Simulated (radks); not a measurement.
Question: Species: the rhenium ion Re7+. Configuration: [Xe] 4f14. All-electron calculation, non-relativistic Kohn-Sham, TPSS, spin-polarised, spherical densities, point nucleus; meta-GGA in the generalised Kohn-Sham scheme; relativity is left out, which matters for an element this heavy. Program: a radial shooting solver on a logarithmic mesh with Libxc functionals. Some entries of the table are withheld. Estimate them.

orbital  occ.  eigenvalue (eV)  r(max) (bohr)  <1/r> (bohr^-1)
1s          2        -65705.06        0.01340            74.47
2s          2        -10915.31        0.07293            17.48
2p          6        -10469.71        0.05664            17.51
3s          2        -2581.598            (1)            6.735
3p          6        -2374.726         0.1885            6.683
3d         10        -1990.552         0.1487            6.605
4s          2              (2)         0.4495            2.909
4p          6        -514.6134         0.4502            2.817
4d         10        -355.9437         0.4458            2.623
5s          2              (3)          1.013            1.201
4f         14        -147.8931         0.4104            2.224
5p          6        -134.8711          1.075            1.108
5d          0         -90.7886          1.257           0.9082
6s          0              (4)          2.156              (5)

Answer: 
(1) 3s r(max) (bohr): 0.2001
(2) 4s eigenvalue (eV): -601.7834
(3) 5s eigenvalue (eV): -162.1667
(4) 6s eigenvalue (eV): -68.9783
(5) 6s <1/r> (bohr^-1): 0.5855
